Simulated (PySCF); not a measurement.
Static response to an electric field

C5H5BN2.
Cartesian coordinates in Å at the GFN2-xTB level; atoms count from 1:
```
atom  x, y, z in Å
C1    -2.7367    0.8597   -0.2356
C2    -1.5931    0.0210   -0.0705
N3    -0.6790   -0.6597    0.0653
B4     0.5423   -1.4822    0.2230
C5     1.7147   -0.5614   -0.2097
C6     2.6372    0.1534   -0.5413
C7     3.6622    0.9651   -0.9144
N8     4.5181    1.6673   -1.2333
H9    -2.4552    1.7482   -0.8014
H10   -3.5163    0.3222   -0.7761
H11   -3.1186    1.1625    0.7398
H12    0.6053   -1.7761    1.3760
H13    0.4146   -2.4196   -0.5008
```

Level: PBE0/def2-SVPD (PySCF), static field, nuclei fixed, core orbitals frozen in the response. The polarisability tensor in these axes (au):

```
x   129.52  12.69 -11.55
y    12.69  87.25 -11.47
z   -11.55 -11.47  61.75
```

Give the principal values, the mean and the anisotropy Δα = √{½[(α1 − α2)² + (α2 − α3)² + (α1 − α3)²]}.

Principal values 56.75, 85.97 and 135.80 au; mean 92.84 au = 13.76 Å³ = 15.31 × 10⁻⁴⁰ C²·m²/J; Δα = 69.23 au (75 % of the mean).

What is the dipole moment, and where does it point?

(-10.80, 0.95, 0.76) D, 10.87 D in size, pointing from the negative to the positive side. Measured along this direction, the outermost atoms are N8 at the negative end and H10 at the positive end.

Rayleigh depolarisation ratio (linearly polarised light, static tensor)?

ρ = 3Δα²/(45ᾱ² + 4Δα²) = 14376.7/(387853 + 19168.9) = 0.0353.

Find the Langevin capture rate constant for NO+ (29.998 u) meeting this molecule (104.055 u), k = 2.342 × 10⁻⁹ cm³/s × √(α in Å³ / reduced mass in u).

The reduced mass is 23.29 u, so k = 1.80 × 10⁻⁹ cm³/s. The formula leaves out the permanent dipole, which adds to the capture rate.

Sum over states: ᾱ = Σ f/ω², ω in Eh. What share falls to these 6 lowest TDDFT singlets (eV, f)? 4.66, 0.0011; 5.13, 0.0013; 5.29, 0.0415; 5.33, 0.0008; 5.46, 0.0000; 5.60, 0.0005.

They add up to 1.20 au, 1.3 % of the 92.84 au; the largest single term is 1.10 au, from the state at 5.29 eV. Terms in order: 0.04, 0.04, 1.10, 0.02, 0.00, 0.01 au. Higher excitations give the rest. The strengths listed sum to 0.045.

Give the principal axes and the span of the nuclei along them.

Largest value along (0.94, 0.29, -0.19), where the nuclei span 8.01 Å; middle along (-0.33, 0.90, -0.27), 4.81 Å; least along (0.09, 0.32, 0.94), 1.99 Å. The response follows the extents in order.

Geometry: GFN2-xTB; no solvent, vibrations or thermal averaging.
